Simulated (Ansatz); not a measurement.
**Match the barriers**

Saddle point of Si5H14O, closed shell (Si₄H₁₀O ([OH][Si]([SiH3])([SiH3])[SiH3]) + SiH₄ → Si₅H₁₂O ([SiH3][O][Si]([SiH3])([SiH3])[SiH3]) + H₂; bonds formed: Si1–O4, H2–H3; bonds broken: Si1–H2, H3–O4), PBE0-D4/def2-TZVP structure:

Si1  (-2.422, -1.274, -0.336)
H2  (-2.386, -0.963, -2.032)
H3  (-1.323, -0.504, -1.744)
O4  (-0.827, -0.465, -0.770)
Si5  (0.523, 0.256, -0.001)
Si6  (0.347, 2.582, -0.214)
Si7  (0.540, -0.357, 2.258)
Si8  (2.455, -0.535, -1.062)
H9  (-3.668, -0.471, -0.215)
H10  (-1.938, -1.302, 1.101)
H11  (-2.647, -2.719, -0.599)
H12  (0.355, 2.981, -1.647)
H13  (-0.910, 3.063, 0.418)
H14  (1.512, 3.205, 0.470)
H15  (-0.594, 0.245, 3.003)
H16  (1.815, 0.182, 2.811)
H17  (0.539, -1.834, 2.411)
H18  (2.580, -2.007, -0.890)
H19  (2.418, -0.217, -2.515)
H20  (3.632, 0.134, -0.447)
(Å)

Ansatz 0.2.0; basis: def2-TZVPP, with def2-QZVPP for the basis limit; cores frozen in the correlated methods. Extrapolation: Hartree–Fock as exp(−7.88 √X), correlation as X^−2.97. Four methods, as single points on the PBE0-D4 structures, gave these electronic barriers from the start structure: 23.27, 33.35, 36.89, 51.56 kcal/mol.

Task: The methods were, in alphabetical order, HF, MP2, r2SCAN-D4, SPW92. Which gave which? (A judgement: the text doesn't fix the answer.)

Result: Computed: SPW92 23.27; r2SCAN-D4 33.35; MP2 36.89; HF 51.56 kcal/mol. For comparison, CCSD(T) at an estimated basis limit (MP2 extrapolated from triple and quadruple zeta, plus CCSD(T) − MP2 in triple zeta) gives 37.86 kcal/mol.

The T1 diagnostic stays at or below 0.015.

Labels in which every atom is bracketed show which atoms are joined, not bond orders.

For scale, one of the runs: CCSD(T)/def2-TZVPP, 437 basis functions, launched by `ansatz run in.yaml --threads 4 --pin off --events-out ev --progress --plain --max-ram 63488MiB --backend cuda --devices 0, --max-vram 37GiB`. Hardware: 4 CPU threads of an AMD EPYC 7R13 and a share of one NVIDIA H100, shared host. Wall time 27 s; peak host memory 1 GiB.
